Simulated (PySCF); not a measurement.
## Working out the ionisation energy of Sb

Sb [Kr] 4d10 5s2 5p3 (4S) → Sb⁺ [Kr] 4d10 5s2 5p2 (3P). Calculation: PySCF 2.14, in dyall-av2z; no relativity, point nucleus. Frozen: [Kr] 4d10; the 62 highest virtual orbitals dropped. Energies in hartree (1 hartree = 27.21139 eV):

```tsv
part	Sb (lower)	Sb⁺ (upper)
UHF	-6313.477933	-6313.160524
CCSD correlation	-0.065434	-0.055253
(T)	-0.001245	-0.000843
```

Problem. What does Hartree-Fock give?

Solution. (-6313.160524) − (-6313.477933) = 0.317409 hartree = 8.637 eV.

Problem. What do CCSD and CCSD(T) give?

Solution. The CCSD correlation energies differ by 0.010181 hartree = 0.277 eV and the triples by 0.000402 hartree = 0.011 eV, so CCSD gives 8.914 eV and CCSD(T) 8.925 eV.

Measured between the centres of the two terms (NIST): 9.124 eV, so CCSD(T) (valence) is off by -0.199 eV.

The calculation is non-relativistic.

A double-zeta basis recovers only part of the correlation energy.

What remains against the reference includes basis incompleteness, the frozen core and higher excitations.
